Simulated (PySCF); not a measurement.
Work out the structure from these simulated measurements.

Formula: C5H5N3O3Si.

| Item | Value |
| --- | --- |
| UV, first state | lowest singlet excitation: 7.01 eV (177 nm, f = 0.000) [TDDFT B3LYP/def2-SVPD] |
| NMR, other nuclei | isotropic shieldings of nuclei other than C and H, by class: 214 (3 N), 195 (3 O), 450 (1 Si) ppm [GIAO KT2/pcSseg-1] |
| Triplet | lowest triplet excitation (Tamm–Dancoff): 6.50 eV [TDA B3LYP/def2-SVPD] |
| 13C NMR | chemical shifts (computed TMS as zero) by class: 114.3 (3 C), 14.4 (1 C), 7.6 (1 C) ppm [GIAO KT2/pcSseg-1] |
| Rotational structure | rotational constants A, B, C: 0.631, 0.594, 0.465 GHz [PBE0-D3(BJ)/def2-SVP] |
| XPS | Si2p3/2 108.8, C1s 290.8, C1s 291.1, C1s 295.2 (×3), N1s 405.7 (×3), O1s 539.6 (×3), Si1s 1849.1 eV [ΔSCF SCAN, pcX-2 on the ionised atom, pcseg-1 elsewhere, spin-free X2C, 2p3/2 from a spin–orbit splitting computed afterwards within the 2p shell] |
| Dipole | 3.16 D [B3LYP/def2-SVPD] |

The electronic properties come from PySCF, for the isolated species, density fitting. Levels stand in brackets. Geometry: PBE0-D3(BJ)/def2-SVP, one conformer, isolated molecule. NMR values are class means; diastereotopic atoms form classes of their own.

Question: Give a SMILES that accounts for the data.

Answer: 5 carbons fall into 3 classes; from least to most shielded: carbon bonded to N and O (114.3 ppm, 3 C), carbon bonded to C, Si and 2 H (14.4 ppm), carbon bonded to C and 3 H (7.6 ppm). The other shieldings belong to: 214 ppm, nitrogen bonded to C and Si; 195 ppm, oxygen bonded to C; 450 ppm, silicon bonded to C and 3 N. The core levels belong to: Si2p3/2 108.8 eV, silicon bonded to C and 3 N; C1s 290.8 eV, carbon bonded to C, Si and 2 H; C1s 291.1 eV, carbon bonded to C and 3 H; C1s 295.2 eV, carbon bonded to N and O; N1s 405.7 eV, nitrogen bonded to C and Si; O1s 539.6 eV, oxygen bonded to C; Si1s 1849.1 eV, silicon bonded to C and 3 N. One atom of each topological class was ionised and stands for its class. By its constants the optimised geometry is an asymmetric top. Structure: `CC[Si](N=C=O)(N=C=O)N=C=O` (SiEt(NCO)3). The assignments are read from this structure; whether some other isomer fits the data as well wasn't checked.
